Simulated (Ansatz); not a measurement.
`FC[SiH2]NP` → C• + F• + 7 H• + N• + P• + Si•  (atomization)

Gas-phase electronic energies from Ansatz, PBE0-D4/def2-TZVP geometries. CBS: MP2 limit from def2 TZ/QZ plus the TZ coupled-cluster correction, frozen cores. This one scheme is used for every species, atoms too. For atomizations the MP2-based limit and the directly extrapolated one differ by several kJ/mol either way, and by 10 to 25 for some Ge, Se and Sn compounds, so smaller differences from it don't rank the levels. DFT in def2-TZVPP. B3LYP here is the variant with VWN-RPA as its local correlation; programs differ in this. HSE06 is defined as in plane-wave codes. No spin–orbit coupling; open shells (•) take unrestricted orbitals. Spin–orbit coupling would lower the free atoms: a little for C, F, Si. One conformer a species, not always the lowest.

`FC[SiH2]NP`:

Z-matrix (Å, degrees):
```
C
Si 1 1.890
F 1 1.393 2 110.6
H 1 1.097 2 111.1 3 120.2
H 1 1.096 2 111.2 3 -120.1
N 2 1.725 1 113.2 3 61.5
H 2 1.488 1 106.1 3 -177.2
H 2 1.485 1 109.2 3 -57.3
P 6 1.703 2 122.3 1 69.3
H 6 1.009 2 118.1 1 -101.8
H 9 1.423 6 101.1 2 138.7
H 9 1.424 6 101.6 2 -125.8
```

```csv
level,ΔE (kJ/mol),difference from CCSD(T)/CBS
PBE-D4,4015.3,54.0
PBE0-D4,3944.2,-17.1
CAM-B3LYP-D4,4000.3,39.0
BLYP,3918.9,-42.4
B3LYP,3939.3,-22.0
r2SCAN0,3880.5,-80.8
HSE06,3926.2,-35.1
LC-ωPBE,3931.7,-29.6
CCSD/def2-TZVPP,3780.8,-180.5
CCSD(T)/def2-TZVPP,3835.7,-125.6
CCSD(T)/CBS,3961.3,0
```

Largest T1 diagnostic among the species: 0.012.

From r2SCAN to r2SCAN0 (25 % exact exchange), in def2-TZVPP and without D4, ΔE moves by −61.4 kJ/mol: exact exchange takes away binding that semilocal exchange gives to molecules. At CCSD(T), def2-SVP lies −316.4 kJ/mol from the extrapolated value and def2-TZVPP −125.6 kJ/mol: correlation converges slowly with the basis, and small sets miss more of it in the bonded molecule than in its fragments.
